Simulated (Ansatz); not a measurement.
CH6F2GeSi can be A, `F[CH2][GeH]([F])[SiH3]`, or B, `F[CH](F)[GeH2][SiH3]`.

Computed with Ansatz on PBE0-D4/def2-TZVP structures; ΔE is electronic, products minus reactants. CBS: MP2 limit from def2 TZ/QZ plus the TZ coupled-cluster correction, frozen cores. DFT in def2-TZVPP. B3LYP here is the variant with VWN-RPA as its local correlation; programs differ in this. For Ge outer-core shells are correlated without core-valence functions, which leaves a few kJ/mol of doubt a bond. Scalar relativity is left out up to krypton. Each species was taken in one conformer, which may not be the lowest.

A:

```xyz
11

F    -0.742   -1.294   -1.718
C    -0.345   -1.709   -0.454
Ge    0.734   -0.276    0.380
F     0.676   -0.655    2.092
Si   -0.235    1.884    0.075
H    -1.235   -1.897    0.152
H     0.220   -2.639   -0.555
H     2.222   -0.386   -0.004
H    -0.091    2.281   -1.349
H     0.468    2.864    0.941
H    -1.673    1.828    0.439
```

B:

Z-matrix (Å, degrees):
```
C
F 1 1.363
Ge 1 2.002 2 110.0
F 1 1.363 2 107.3 3 119.6
H 1 1.095 2 107.5 3 -125.1
Si 3 2.378 1 109.0 2 58.9
H 3 1.538 1 106.8 2 -179.2
H 3 1.538 1 106.8 2 -63.0
H 6 1.485 3 109.7 1 59.9
H 6 1.486 3 109.2 1 179.6
H 6 1.485 3 109.7 1 -60.7
```

(1) Which isomer does CCSD(T)/CBS put lower? Give the gap. (An estimate is asked.)

(2) Give E(B) − E(A) in kcal/mol with B2PLYP, CCSD/def2-TZVPP, PBE0-D4, HF/def2-TZVPP, r2SCAN-D4, PBE-D4, B3LYP. (An estimate is asked.)

Largest T1 diagnostic: 0.012.

Answers

(1) Computed: A, by 26.9 kcal/mol.

(2) Computed: B2PLYP 27.1, CCSD/def2-TZVPP 26.6, PBE0-D4 24.6, HF/def2-TZVPP 28.1, r2SCAN-D4 25.0, PBE-D4 24.0, B3LYP 26.4. None reverses the order clearly.
